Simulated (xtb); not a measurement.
ClRb, charge -1, doublet, from a rough starting geometry (GFN-xTB shapes and energies of metal compounds can be far from the true ones) (a state made from the parent by changing its charge; the spin is typed, not shown lowest); GFN2-xTB in xtb 6.7.1.

xtb was given this input:
```
$ xtb mol.xyz --gfn 2 --chrg -1 --uhf 1 --opt vtight --json

# file mol.xyz
2

Rb    -0.80905347    -0.79539761    -0.83710480
Cl     0.79605577     0.75516665     0.74757111
```

Output, abridged:

```
   ID    Z sym.   atoms
    1   37 Rb     1
    2   17 Cl     2

           -------------------------------------------------
          |                Calculation Setup                |
           -------------------------------------------------

           -------------------------------------------------
          |                 G F N 2 - x T B                 |
           -------------------------------------------------

          ...................................................
          :                      SETUP                      :
          :.................................................:
          :  # basis functions                  14          :
          :  # atomic orbitals                  13          :
          :  # shells                            5          :
          :  # electrons                         9          :
          :  max. iterations                   250          :
          :  Hamiltonian                  GFN2-xTB          :
          :  restarted?                      false          :
          :  GBSA solvation                  false          :
          :  PC potential                    false          :
          :  electronic temp.          300.0000000     K    :
          :  accuracy                    1.0000000          :
          :  -> integral cutoff          0.2500000E+02      :
          :  -> integral neglect         0.1000000E-07      :
          :  -> SCF convergence          0.1000000E-05 Eh   :
          :  -> wf. convergence          0.1000000E-03 e    :
          :  Broyden damping             0.4000000          :
          :  net charge                         -1          :
          :  unpaired electrons                  1          :
          ...................................................

 iter      E             dE          RMSdq      gap      omega  full diag
   1     -4.9421740 -0.494217E+01  0.235E+01    2.63       0.0  T
   2     -4.9528136 -0.106396E-01  0.129E+01    2.67       1.0  T
   3     -4.9547982 -0.198454E-02  0.183E+00    2.66       1.0  T
   4     -4.9549793 -0.181130E-03  0.612E-01    2.68       1.0  T
   5     -4.9550604 -0.811505E-04  0.329E-01    2.70       1.0  T
   6     -4.9551395 -0.790553E-04  0.490E-02    2.72       1.4  T
   7     -4.9551398 -0.347393E-06  0.209E-02    2.73       3.4  T
   8     -4.9551399 -0.556726E-07  0.391E-04    2.73     180.9  T
   9     -4.9551399 -0.204725E-11  0.169E-04    2.73     418.0  T

[...]
         :: total energy              -4.953091782505 Eh    ::
 * total energy  :    -4.9530918 Eh     change       -0.4289902E-12 Eh
 * total energy  :    -4.9580565 Eh     change       -0.4964766E-02 Eh
 * total energy  :    -4.9587674 Eh     change       -0.7108627E-03 Eh
 * total energy  :    -4.9595688 Eh     change       -0.8013532E-03 Eh
 * total energy  :    -4.9601121 Eh     change       -0.5433463E-03 Eh
 * total energy  :    -4.9604203 Eh     change       -0.3082245E-03 Eh
 * total energy  :    -4.9604422 Eh     change       -0.2189379E-04 Eh
 * total energy  :    -4.9604454 Eh     change       -0.3209902E-05 Eh
 * total energy  :    -4.9604454 Eh     change       -0.6223273E-08 Eh
   *** GEOMETRY OPTIMIZATION CONVERGED AFTER 9 ITERATIONS ***
         :: total energy              -4.960445445126 Eh    ::
[...]
         6                          0.0745715               2.0292 (LUMO)
         7                          0.0745715               2.0292
         8                          0.2344827               6.3806
         9                          0.3370062               9.1704
        10                          0.3370062               9.1704
        11                          0.3371795               9.1751
        12                          0.3371795               9.1751
        13                          0.3373276               9.1792
      -------------------------------------------------------------
                  HL-Gap            0.1021408 Eh            2.7794 eV
             Fermi-level           -0.0416442 Eh           -1.1332 eV

     #   Z          covCN         q      C6AA      α(0)
     1  37 Rb       0.271    -0.052  5546.086   360.727
     2  17 Cl       0.271    -0.948   125.678    17.070

 Mol. C6AA /au·bohr⁶  :       6713.394796
 Mol. C8AA /au·bohr⁸  :    1635508.968560
 Mol. α(0) /au        :        377.796782

Wiberg/Mayer (AO) data.
largest (>0.10) Wiberg bond orders for each atom

 ---------------------------------------------------------------------------
     #   Z sym  total        # sym  WBO       # sym  WBO       # sym  WBO
 ---------------------------------------------------------------------------
     1  37 Rb   0.102 --     2 Cl   0.102
     2  17 Cl   0.102 --     1 Rb   0.102
 ---------------------------------------------------------------------------

molecular dipole:
                 x           y           z       tot (Debye)
 q only:       -1.941      -1.848      -1.843
   full:       -0.961      -0.902      -0.876       4.024
molecular quadrupole (traceless):
                xx          xy          yy          xz          yz          zz
 q only:       -0.401      -6.727       0.215      -6.742      -6.440       0.186
  q+dip:       -0.480     -12.243       0.441     -12.447     -11.990       0.040
   full:       -0.516     -13.351       0.482     -13.578     -13.083       0.033

optimized geometry written to: xtbopt.xyz

           -------------------------------------------------
          | TOTAL ENERGY               -4.960445445126 Eh   |
          | GRADIENT NORM               0.000000384123 Eh/α |
          | HOMO-LUMO GAP               2.779393250595 eV   |
           -------------------------------------------------

normal termination of xtb
```
